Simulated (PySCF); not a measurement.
EPR parameters of C7H9O2

C7H9O2 (doublet state).
Z-matrix (Å and degrees, GFN2-xTB geometry), rows numbered from 1:
```
C 
C   1  1.4971
O   2  1.2036  1  124.40
C   2  1.5286  1  113.89  3  -178.38
C   4  1.5301  2  113.35  1  -167.49
C   5  1.4784  4  106.07  2  -121.88
C   6  1.4733  5  112.34  4     7.80
C   7  1.5073  6  105.58  5    -8.61
O   8  1.2019  4  124.75  2   -59.69
H   1  1.0866  2  110.45  3     7.08
H   1  1.0883  2  109.69  3  -113.50
H   1  1.0898  2  109.00  3   128.46
H   4  1.0921  2  108.23  1   -40.92
H   5  1.0951  4  112.28  2   115.23
H   5  1.1013  4  108.90  2    -2.28
H   6  1.0714  5  123.47  4  -177.93
H   7  1.0965  6  114.01  5  -129.77
H   7  1.1006  6  113.25  5   109.63
```

The hyperfine couplings belong to this conformer and change with its torsions.

The species is `CC(=O)[C@@H]1C[CH]CC1=O` [radical].

Computed with UKS B3LYP, pcH-1 on C H O, non-relativistic, mean-field spin-orbit, GIAO in PySCF. Isolated species at its GFN2-xTB geometry (one conformer only). A GFN2-xTB geometry isn't a minimum of the functional, and hyperfine couplings can be far from their values at a DFT geometry. The SCF solution wasn't tested for stability.

| Item | Value |
| --- | --- |
| g1, g2, g3 | 2.00217, 2.00277, 2.00296 |
| g_iso | 2.00263 |
| Form of g | rhombic: the two nearest values differ by 25 % of g3 − g1 |
| ⟨S²⟩ | 0.7541 (exact 0.7500) |
| α and β electrons | 34, 33 |

Hyperfine couplings atom by atom, in G; T1 to T3 are the principal values of the dipolar part (MHz turned into gauss with g_iso; 10 G = 1 mT):

```tsv
atom	isotope	a_iso	T1	T2	T3	Mulliken spin population
C1	13C	0.1	-0.1	-0.1	0.1	0.00
C2	13C	-0.5	-0.1	-0.1	0.2	0.00
O3	17O	-0.7	-0.5	0.2	0.3	0.00
C4	13C	0.3	-0.4	-0.3	0.7	0.01
C5	13C	-12.2	-1.0	0.2	0.9	-0.09
C6	13C	32.2	-29.0	-28.9	57.9	1.02
C7	13C	-12.9	-0.9	0.1	0.8	-0.09
C8	13C	0.5	-0.4	-0.3	0.7	0.00
O9	17O	0.2	-0.3	-0.1	0.4	0.00
H10	1H	0.0	-0.2	-0.2	0.3	0.00
H11	1H	0.0	-0.2	-0.2	0.4	0.00
H12	1H	0.0	-0.2	-0.2	0.4	0.00
H13	1H	-0.9	-0.8	-0.7	1.4	0.00
H14	1H	36.9	-1.8	-1.5	3.3	0.04
H15	1H	51.6	-2.1	-1.0	3.1	0.05
H16	1H	-22.5	-13.8	-0.1	13.9	-0.04
H17	1H	37.8	-1.8	-1.5	3.2	0.04
H18	1H	49.4	-1.8	-1.2	3.1	0.06
```

The largest Mulliken spin populations are on C6 (+1.02), C5 (-0.09) and C7 (-0.09). No atom but C6 exceeds +0.15. The angles at C6 add up to 359.7°, so it is planar; its axial dipolar tensor and the negative coupling of its proton fit spin in a p orbital normal to that plane.

Axes: g3 points within 4° of the C6–H16 bond.

Under fast tumbling the dipolar parts average out, and these isotropic splittings remain: 1 × 1H (H15, I = 1/2, 2 lines) with 5.16 mT, 1 × 1H (H18, I = 1/2, 2 lines) with 4.94 mT, 1 × 1H (H17, I = 1/2, 2 lines) with 3.78 mT, 1 × 1H (H14, I = 1/2, 2 lines) with 3.69 mT, 1 × 1H (H16, I = 1/2, 2 lines) with 2.25 mT and 1 × 1H (H13, I = 1/2, 2 lines) with 0.09 mT.

The 13C coupling of C6 (90.1 MHz) shows only in satellite lines or after enrichment, since that isotope makes up about 1.07 % of natural carbon.

β density exceeds α density at some nuclei, such as C7 (-0.0323), C5 (-0.0304) and H16 (-0.0141), spin density in bohr⁻³. In a single determinant that takes different orbitals for the two spins, that is spin polarisation.
